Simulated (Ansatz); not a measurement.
Frontier orbitals of C3H6Si (`C=C1C[SiH2]1`).

Total charge 0; spin multiplicity 1. The structure was optimised at the PBE0-D4/def2-TZVP level. Basis def2-TZVPP, the Gaussian-basis code of Ansatz.

```csv
functional,HOMO (eV),LUMO (eV),gap (eV)
LDA (SPW92),-6.25,-1.75,4.50
PBE,-6.13,-1.56,4.57
B97M-V,-6.41,-1.34,5.07
PBE0,-7.28,-0.58,6.70
r2SCANh,-6.77,-0.99,5.78
HSE06 (plane-wave form),-6.89,-0.96,5.93
ωB97X-V,-9.60,1.65,11.25
ωB97M-V,-9.46,1.51,10.97
HF,-9.92,2.92,12.84
```

Against PBE, PBE0 changes HOMO and LUMO by −1.15 and +0.99 eV, ωB97M-V by −3.33 and +3.07 eV. A gap of 4.57 eV thus becomes 10.97 eV for the same molecule, so an orbital gap means little without its functional. A positive LUMO is unbound and depends on the basis.
